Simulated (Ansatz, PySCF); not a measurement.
B2F4, triplet, geometry from GFN2-xTB (a higher spin typed on purpose: for a closed-shell molecule this is an excited state). Base run: PySCF with WB97M-V/def2-SVP.

Here is a job for PySCF.
```python
from pyscf import gto, scf, dft

mol = gto.M(
    atom='''
F    -1.421542   -1.232451   -0.099672
B    -0.804228   -0.043534   -0.042937
F    -1.548446    1.071680   -0.058893
B     0.804228    0.043534    0.042937
F     1.548446   -1.071680    0.058893
F     1.421542    1.232451    0.099672
''',
    basis='def2-svp',
    charge=0,
    spin=2,
    verbose=4,
)

mf = dft.UKS(mol)
mf.xc = 'wb97m_v'
mf.kernel()
```

The same geometry, method and basis name were run in Ansatz (a program for electronic structure) and PySCF, at each program's defaults and at the settings that a row names. The base is PySCF at its defaults. Differences at the defaults can come from grids, fitting, cores and function types together.

```csv
code and settings,ΔE vs base (µEh),basis functions,E (Eh),SCF cycles
"PySCF, defaults (exact integrals, its default grid, spherical functions)",0.0,84,-448.64549,10
"Ansatz, defaults (factorised integrals, its default grid, spherical functions)",24.5,84,-448.64546,-
"PySCF, density fitting with def2-universal-jkfit",-24.3,84,-448.64551,10
"PySCF, fine grid",20.8,84,-448.64547,10
"Ansatz, high accuracy",20.6,84,-448.64547,-
```

Open shells are given as the SCF converged; they aren't shown to be the lowest states, and a large step between rows can be another state.
